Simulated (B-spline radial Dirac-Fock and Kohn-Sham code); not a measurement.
**What relativity does to the binding energies of Hf²⁺**

System: Hf²⁺ in the configuration 1s2 2s2 2p6 3s2 3p6 3d10 4s2 4p6 4d10 4f14 5s2 5p6 5d2.

Both columns are ΔSCF binding energies of the configuration average from a B-spline atomic structure program: non-relativistic Hartree-Fock with a point nucleus, and Dirac-Fock with a finite nucleus and the Coulomb interaction alone, averaged over the two j levels with weights 2j+1.

| shell | Hartree-Fock (eV) | Dirac-Fock (eV) | shift (eV) | shift (%) |
| --- | --- | --- | --- | --- |
| 1s | 60666.7 | 65681.9 | +5015.19 | +8.27 |
| 2s | 10015.8 | 11340.0 | +1324.13 | +13.22 |
| 2p | 9567.3 | 10005.4 | +438.09 | +4.58 |
| 3s | 2310.7 | 2636.2 | +325.48 | +14.09 |
| 3p | 2104.3 | 2226.1 | +121.87 | +5.79 |
| 3d | 1723.4 | 1708.8 | -14.60 | -0.85 |
| 4s | 487.7 | 566.9 | +79.25 | +16.25 |
| 4p | 401.6 | 429.8 | +28.17 | +7.01 |
| 4d | 245.9 | 242.6 | -3.27 | -1.33 |
| 4f | 44.77 | 37.64 | -7.13 | -15.92 |
| 5s | 80.76 | 92.69 | +11.93 | +14.77 |
| 5p | 54.35 | 57.20 | +2.84 | +5.23 |
| 5d | 21.52 | 20.69 | -0.83 | -3.86 |

Relativity binds 1s, 2s, 2p, 3s, 3p, 4s, 4p, 5s, 5p more strongly, among those listed most of all 4s in relative terms, and 3d, 4d, 4f, 5d more weakly, because the contracted s and p shells screen the nucleus better.

Values without a named source are computed, but for edge energies of neutral atoms, which are taken from tables.
